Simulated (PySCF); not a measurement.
A calculated (BHandHLYP, PySCF 2.14, def2-QZVPPD, the non-relativistic Hamiltonian (point nucleus)) atom or ion has these occupied shells.

```csv
shell,electrons,orbital energy (eV),"rms radius, mean of both spins (bohr)"
1s α,1,-8855.5,0.0612
1s β,1,-8855.5,0.0612
2s α,1,-1083.4,0.258
2s β,1,-1082.5,0.258
2p α,3,-948.58,0.230
2p β,3,-947.81,0.230
3s α,1,-131.00,0.772
3s β,1,-129.01,0.772
3p α,3,-87.992,0.815
3p β,3,-85.731,0.815
3d α,5,-15.882,1.07
3d β,4,-14.603,1.07
4s α,1,-7.119,3.09
4s β,1,-6.973,3.09
```

(1) Name the element and its charge.

## Answers

(1) Cu (copper, neutral), in [Ar] 3d9 4s2, 2D determinant (an excited configuration).
